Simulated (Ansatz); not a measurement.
Caution, from a PySCF single point (PBE0-D3(BJ)/def2-TZVP) at this geometry: the restricted solution is unstable towards spin-unrestricted or complex orbitals, so a lower solution exists and this singlet may not be the ground state.

A geometry relaxed with PBE0-D3(BJ)/def2-TZVP run with Ansatz (an electronic-structure program), charge 0, multiplicity 1:

```xyz
6

H     -1.9297    -0.7449     0.6740
H     -1.9021     0.7859    -0.6814
B     -1.2856     0.0109    -0.0013
H      3.0064    -0.0278     0.0033
B      0.2820    -0.0057     0.0025
B      1.8291    -0.0184     0.0031
```

Question: Write the SMILES of this molecule.

Answer: `B=BB`
